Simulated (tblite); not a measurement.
A geometry optimisation, step by step.

C6H14S2Si.
Atom-mapped SMILES: `[CH3:1][S:2][Si@@H:3]1[CH2:4][C@H:5]1[S:6][CH:7]([CH3:8])[CH3:9]` (hydrogens: H10, H11, H12 on C1; H13 on Si3; H14, H15 on C4; H16 on C5; H17 on C7; H18, H19, H20 on C8; H21, H22, H23 on C9)

Computed with GFN2-xTB (tblite), gas phase: L-BFGS steps from a force-field or distance-geometry start until the largest atomic force falls under 0.01 eV/Å. 6 of its 213 geometries are shown.

Step 0: E = -765.7766 eV, largest atomic force 1.833 eV/Å
```
atom  x, y, z in Å  |  force x, y, z in eV/Å
C1      5.283    0.102   -0.293    0.793   0.624   0.377
S2      3.660   -0.537   -0.793    0.249  -0.509  -0.434
Si3     2.041    0.407    0.214    0.772   0.760   0.853
C4      0.682   -0.793    0.688    0.519  -0.731   0.805
C5      0.376    0.065   -0.512   -1.333  -0.170  -1.138
S6     -1.030    1.161   -0.240    0.504   1.197  -0.454
C7     -2.505    0.105   -0.360    0.897  -1.596  -0.080
C8     -3.711    0.854   -0.828   -0.787  -0.449  -0.238
C9     -2.683   -0.567    0.986   -0.859  -0.168   0.806
H10     5.228    0.666    0.657   -0.122  -0.256  -0.605
H11     6.014   -0.721   -0.146   -0.749   0.337  -0.217
H12     5.654    0.755   -1.110   -0.235  -0.338   0.575
H13     2.256    1.551    1.100    0.076  -0.244  -0.317
H14     0.156   -0.531    1.624    0.284  -0.491  -0.743
H15     0.796   -1.855    0.452   -0.219   0.285   0.490
H16     0.327   -0.459   -1.490   -0.132   0.369   0.643
H17    -2.250   -0.706   -1.082    0.061   0.569   0.080
H18    -4.186    1.343    0.035    0.211   0.279  -0.558
H19    -3.410    1.541   -1.629   -0.481  -0.089   0.369
H20    -4.441    0.094   -1.206    0.441   0.766   0.089
H21    -3.341    0.085    1.624    0.819  -0.627  -0.298
H22    -3.225   -1.530    0.843    0.465   0.529   0.299
H23    -1.695   -0.731    1.476   -1.173  -0.046  -0.303
```

Step 42: E = -766.3954 eV, largest atomic force 0.086 eV/Å
```
atom  x, y, z in Å  |  force x, y, z in eV/Å
C1      5.144    0.204   -0.305    0.000   0.004   0.027
S2      3.640   -0.333   -1.189    0.046  -0.018  -0.038
Si3     2.098    0.368    0.110   -0.028   0.026   0.017
C4      0.837   -0.836    0.815   -0.011  -0.039  -0.005
C5      0.328   -0.018   -0.387   -0.019   0.002   0.003
S6     -0.984    1.161   -0.086    0.025   0.016   0.005
C7     -2.438    0.048   -0.322   -0.070  -0.041   0.030
C8     -3.580    0.870   -0.891   -0.011   0.006  -0.008
C9     -2.806   -0.642    0.981   -0.010  -0.012   0.014
H10     4.887    0.621    0.660   -0.019   0.018   0.028
H11     5.788   -0.660   -0.173   -0.024  -0.011  -0.035
H12     5.647    0.950   -0.913   -0.003  -0.017  -0.004
H13     2.451    1.564    0.841    0.015   0.050   0.002
H14     0.363   -0.601    1.757    0.011   0.015   0.008
H15     0.896   -1.902    0.646    0.046  -0.062   0.023
H16     0.120   -0.575   -1.292    0.074  -0.007  -0.024
H17    -2.109   -0.697   -1.054   -0.028   0.026  -0.016
H18    -3.872    1.649   -0.190    0.013   0.015   0.016
H19    -3.269    1.339   -1.820   -0.026   0.048  -0.030
H20    -4.445    0.241   -1.090    0.006  -0.044   0.012
H21    -3.098    0.089    1.733    0.030   0.018  -0.027
H22    -3.640   -1.323    0.821    0.003   0.006  -0.016
H23    -1.962   -1.215    1.359   -0.021   0.001   0.019
```

Step 85: E = -766.4118 eV, largest atomic force 0.035 eV/Å
```
atom  x, y, z in Å  |  force x, y, z in eV/Å
C1      5.127    0.161   -0.230   -0.007   0.002  -0.003
S2      3.669   -0.216   -1.262   -0.027   0.001  -0.012
Si3     2.089    0.461    0.005    0.001  -0.005   0.011
C4      0.937   -0.800    0.801    0.005   0.002   0.001
C5      0.341   -0.083   -0.424   -0.003  -0.012   0.006
S6     -0.979    1.092   -0.143    0.015   0.028  -0.014
C7     -2.475    0.024   -0.345   -0.010   0.002  -0.003
C8     -3.612    0.898   -0.848   -0.012   0.002   0.008
C9     -2.814   -0.666    0.966    0.007  -0.005  -0.001
H10     4.816    0.550    0.731    0.014  -0.003   0.014
H11     5.694   -0.754   -0.101   -0.011  -0.003   0.005
H12     5.728    0.896   -0.756    0.006   0.000   0.003
H13     2.358    1.736    0.634   -0.002  -0.004   0.004
H14     0.462   -0.570    1.745   -0.002   0.025  -0.010
H15     1.099   -1.865    0.680   -0.008   0.001  -0.005
H16     0.142   -0.689   -1.299   -0.001  -0.005  -0.009
H17    -2.204   -0.714   -1.105    0.009  -0.002  -0.005
H18    -3.862    1.653   -0.106    0.011   0.009   0.009
H19    -3.327    1.403   -1.769    0.005  -0.011   0.008
H20    -4.496    0.293   -1.040    0.003  -0.021   0.004
H21    -3.033    0.076    1.732    0.007  -0.016  -0.009
H22    -3.686   -1.307    0.840    0.010   0.014  -0.008
H23    -1.980   -1.279    1.302   -0.009  -0.001   0.007
```

Step 127: E = -766.4251 eV, largest atomic force 0.027 eV/Å
```
atom  x, y, z in Å  |  force x, y, z in eV/Å
C1      5.028   -0.036   -0.071    0.010  -0.002   0.007
S2      3.691   -0.056   -1.316   -0.005  -0.004   0.001
Si3     2.061    0.656   -0.143   -0.015   0.016   0.002
C4      0.942   -0.564    0.754    0.001  -0.002   0.002
C5      0.337    0.013   -0.539   -0.001   0.025  -0.010
S6     -1.020    1.170   -0.373    0.019  -0.016   0.003
C7     -2.469    0.022   -0.421   -0.011  -0.004  -0.008
C8     -3.710    0.849   -0.714   -0.001   0.000   0.008
C9     -2.587   -0.749    0.882    0.003   0.003  -0.011
H10     4.681    0.407    0.854   -0.009  -0.003  -0.008
H11     5.348   -1.059    0.097   -0.001  -0.005   0.016
H12     5.850    0.545   -0.475    0.011  -0.002  -0.023
H13     2.277    1.975    0.411   -0.005   0.017  -0.003
H14     0.454   -0.246    1.665   -0.004   0.003   0.009
H15     1.132   -1.630    0.745   -0.008  -0.019  -0.011
H16     0.164   -0.676   -1.357    0.003   0.012   0.022
H17    -2.269   -0.661   -1.253    0.001  -0.005   0.007
H18    -3.881    1.565    0.087    0.004   0.003   0.007
H19    -3.594    1.399   -1.645    0.007  -0.010   0.008
H20    -4.581    0.200   -0.794    0.008  -0.001  -0.002
H21    -2.716   -0.063    1.716   -0.006   0.010  -0.014
H22    -3.446   -1.417    0.844    0.000   0.005  -0.007
H23    -1.695   -1.345    1.057   -0.001  -0.020   0.005
```

Step 170: E = -766.4591 eV, largest atomic force 0.076 eV/Å
```
atom  x, y, z in Å  |  force x, y, z in eV/Å
C1      5.006   -0.070   -0.109    0.025   0.025   0.037
S2      3.659    0.054   -1.329   -0.026  -0.002  -0.019
Si3     2.070    0.750   -0.086    0.020  -0.006   0.025
C4      0.969   -0.495    0.798    0.006  -0.005   0.004
C5      0.347    0.101   -0.478    0.002  -0.030   0.036
S6     -1.049    1.203   -0.274    0.012  -0.003   0.002
C7     -2.460    0.018   -0.430   -0.009  -0.018   0.006
C8     -3.718    0.826   -0.700   -0.003   0.006  -0.007
C9     -2.593   -0.843    0.816    0.013  -0.005   0.020
H10     5.019    0.816    0.519    0.009  -0.032  -0.042
H11     4.871   -0.963    0.494    0.001   0.048  -0.035
H12     5.930   -0.135   -0.678   -0.049  -0.019   0.055
H13     2.300    2.056    0.496   -0.006  -0.001  -0.013
H14     0.487   -0.191    1.717    0.001  -0.018  -0.005
H15     1.159   -1.562    0.773    0.002   0.004  -0.002
H16     0.196   -0.581   -1.306   -0.038   0.031  -0.014
H17    -2.216   -0.596   -1.301   -0.018  -0.045   0.002
H18    -3.944    1.469    0.149    0.010  -0.009  -0.004
H19    -3.584    1.452   -1.579   -0.004   0.016  -0.002
H20    -4.562    0.160   -0.871    0.015  -0.001   0.014
H21    -2.713   -0.210    1.693   -0.008  -0.006  -0.009
H22    -3.463   -1.494    0.736    0.022   0.044  -0.037
H23    -1.714   -1.468    0.957    0.024   0.027  -0.013
```

Step 212: E = -766.4690 eV, largest atomic force 0.009 eV/Å
```
atom  x, y, z in Å  |  force x, y, z in eV/Å
C1      4.968   -0.069   -0.090    0.001  -0.003  -0.003
S2      3.641    0.055   -1.333    0.008  -0.002   0.004
Si3     2.064    0.771   -0.090    0.000  -0.002  -0.001
C4      0.980   -0.497    0.786   -0.002   0.001  -0.002
C5      0.346    0.110   -0.479   -0.003  -0.003   0.003
S6     -1.045    1.213   -0.256    0.003   0.001  -0.001
C7     -2.450    0.026   -0.434   -0.004  -0.001  -0.003
C8     -3.715    0.833   -0.672   -0.001   0.002   0.000
C9     -2.560   -0.867    0.789   -0.004  -0.001  -0.001
H10     5.144    0.905    0.354   -0.004   0.004   0.002
H11     4.691   -0.791    0.669   -0.001   0.004   0.002
H12     5.856   -0.402   -0.616    0.006  -0.001  -0.001
H13     2.280    2.083    0.479    0.000  -0.002   0.001
H14     0.496   -0.220    1.712    0.007   0.004   0.002
H15     1.191   -1.559    0.740   -0.003   0.001  -0.008
H16     0.181   -0.556   -1.316   -0.001   0.002   0.000
H17    -2.213   -0.570   -1.321    0.001  -0.004  -0.004
H18    -3.928    1.461    0.191   -0.002  -0.005   0.003
H19    -3.599    1.475   -1.542    0.001  -0.003   0.002
H20    -4.559    0.166   -0.838    0.001   0.002   0.007
H21    -2.740   -0.264    1.677    0.002   0.005   0.001
H22    -3.388   -1.563    0.667   -0.001   0.001  -0.003
H23    -1.647   -1.439    0.935   -0.004   0.001  -0.001
```

**Question.** Summarise the path.

**Answer.** The energy falls by 15.97 kcal/mol from step 0 to step 212; nine tenths of that is first reached at step 47. It rises by more than 0.2 meV at steps 159, 162, 165 and 168. The largest force goes from 1.833 to 0.009 eV/Å. Among the bonds C9–H21 changes most, from 1.125 to 1.088 Å; the atoms move by 0.611 Å rms after alignment.

What follows is the cost of the whole relaxation. The run took 4.5 s wall on Arm Neoverse N1, one thread, shared host with 64 logical CPUs at a one-minute load of 61.
